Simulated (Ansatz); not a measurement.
Conformers of BrH2InOS, SMILES `[OH][In]([SH])[Br]`, each relaxed with PBE0-D4/def2-TZVP in Ansatz. CBS adds the triple-zeta coupled-cluster correction to the MP2 limit.

Elements past krypton have def2 core potentials. Outer-core shells of Br, In are correlated without core-valence functions. Scalar relativity is left out up to krypton. Spin–orbit coupling is left out.

Not all of them had a frequency check.

Conformer A:

```xyz
6

O     0.101   -1.209   -1.685
In   -0.283   -0.005   -0.176
S     1.296    0.512    1.510
Br   -2.535    0.952   -0.138
H     0.994   -1.563   -1.662
H     0.428    1.313    2.151
```

Conformer B:

Cartesian coordinates in Å:
```
O -0.922 0.421 1.321
In 0.432 0.041 -0.060
S -0.223 -0.929 -2.102
Br 2.763 0.617 0.455
H -0.537 0.815 2.109
H -1.513 -0.965 -1.722
```

(1) Which is lowest in electronic energy at CCSD(T)/CBS (frozen core, def2 sets), and by how much? (Estimate.)

(2) Give the energies relative to B (kJ/mol) with B3LYP-D4/def2-TZVPP, PBE0/def2-TZVPP, B3LYP/def2-TZVPP, HF/def2-TZVPP, CCSD/def2-QZVPP, HF/CBS(def2), MP2/CBS(def2). (An estimate is asked.)

## Answers

(1) Computed: B; A lies 3.2 kJ/mol higher.

(2) The calculation gave: 
```
              level    A
B3LYP-D4/def2-TZVPP  3.7
    PBE0/def2-TZVPP  3.7
   B3LYP/def2-TZVPP  3.9
      HF/def2-TZVPP  3.7
    CCSD/def2-QZVPP  3.4
       HF/CBS(def2)  3.6
      MP2/CBS(def2)  3.3
```

B3LYP here is the variant with VWN-RPA as its local correlation; programs differ in this.
